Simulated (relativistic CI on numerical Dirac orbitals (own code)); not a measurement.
Method of calculation: Dirac-Coulomb-Breit CI, orbitals from a KLI potential per configuration, QED by a radiative potential, unscaled Slater integrals (own radial code, finite nucleus).

The strongest absorption lines from the ground level of an ion, among the configurations computed and to levels below about 4360 eV (vacuum wavelength in Å, gf): 2.8564 (0.047), 2.8746 (0.031), 3.2886 (0.1), 3.3311 (0.069), 4.5780 (0.32), 4.7458 (0.25), 33.382 (0.51), 90.385 (0.088).

Q: Which ion is it?
A. Ho⁵⁴⁺
B. Ir⁶⁶⁺
C. Ho⁵⁶⁺
D. Ho⁵⁸⁺

A: C. Ho⁵⁶⁺ has 11 electrons and the ground level 3s 2S_1/2; the strongest line goes to 3p 2P°_3/2. The pattern of lines fixes the number of electrons, and along that sequence the line energies rise steadily with the charge (about as its square where n changes within one kind of shell, about linearly where n is kept but much faster in heavy ions where fine structure, which grows about as Z⁴, sets the gap, and irregularly where shells cross), which fixes Z. Configurations outside the model, such as inner-shell arrays, can give stronger lines. At this charge energies of transitions that change n are usually good to better than 1 %, and those within a shell (Δn = 0) to a few per cent.
